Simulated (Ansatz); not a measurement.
Consider the formal exchange of groups at the Si–N bond: `O/C=N/[SiH2]Cl` + `C#C[SiH2]O` → `O[SiH2][SiH2]Cl` + `C#C/N=C/O`.

Program: Ansatz. Geometries: PBE0-D4/def2-TZVP. ΔE: electronic, gas phase. CCSD(T)/CBS is the MP2 limit (def2-TZVPP, def2-QZVPP) plus CCSD(T) − MP2 in def2-TZVPP, frozen cores. Double bonds are as drawn, so ΔE can hold a change between cis and trans. Functionals use def2-TZVPP. One conformer a species, not always the lowest.

`O/C=N/[SiH2]Cl`:

Z-matrix (Å, degrees):
```
Si
Cl 1 2.069
N 1 1.707 2 112.5
H 1 1.478 2 107.2 3 -120.2
H 1 1.478 2 107.2 3 120.2
C 3 1.256 1 128.3 2 -0.0
O 6 1.331 3 123.3 1 -180.0
H 6 1.094 3 126.4 1 -0.0
H 7 0.969 6 107.1 3 0.0
```

`C#C[SiH2]O`:

```xyz
8

C     0.539    0.840   -1.916
C     0.332    0.495   -0.779
Si   -0.006   -0.026    0.941
O    -0.545   -1.576    0.999
H     0.728    1.146   -2.920
H    -0.998    0.928    1.497
H     1.244    0.003    1.727
H    -1.295   -1.810    0.451
```

`O[SiH2][SiH2]Cl`:

Cartesian coordinates in Å:
```
O -1.249 0.406 1.521
Si -1.104 0.091 -0.091
Si 1.132 -0.466 -0.544
Cl 2.228 0.908 0.566
H -0.562 0.948 1.915
H -2.034 -1.024 -0.394
H -1.468 1.268 -0.929
H 1.529 -1.817 -0.076
H 1.527 -0.313 -1.968
```

`C#C/N=C/O`:

```xyz
8

C     0.003    2.304    0.309
C    -0.216    1.124    0.217
N    -0.558   -0.161    0.149
C     0.277   -1.038   -0.224
O    -0.048   -2.320   -0.297
H     0.206    3.344    0.386
H     1.310   -0.852   -0.516
H    -0.974   -2.402   -0.024
```

| level | ΔE (kcal/mol) |
| --- | --- |
| r2SCAN | 34.6 |
| HF/def2-QZVPP | 43.0 |

Question: What does CCSD(T)/CBS give? (An estimate is asked.)

Answer: The calculation gave: +39.9 kcal/mol. The listed levels differ from it by -5.3, 3.1 kcal/mol.

Largest T1 diagnostic among the species: 0.015.

From PBE to PBE0 (25 % exact exchange), in def2-TZVPP and without D4, ΔE moves by +2.9 kcal/mol.
